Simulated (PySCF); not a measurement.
PySCF input (M06-2X/6-31G* with LANL2DZ past Ar (5d)):

```python
from pyscf import gto, dft

mol = gto.M(
    atom='''
    Si   -0.00000000   -0.00000000   -1.60880547
    Br    0.00000000    0.00000000    0.64352219
    ''',
    basis={'default': '6-31g*', 'Br': 'lanl2dz'},
    ecp={'Br': 'lanl2dz'},
    charge=1,
    spin=0,
    verbose=4,
)

mf = dft.RKS(mol, xc='m062x')
mf.grids.level = 4
mf.conv_tol = 1e-9
mf.max_cycle = 100
mf.max_memory = 1500
mf.kernel()
if not mf.converged:
    mf = mf.newton()
    mf.kernel(mf.make_rdm1())
mf.dip_moment()
```

Question: What final total energy does it give?

Answer: -302.25322 Eh.
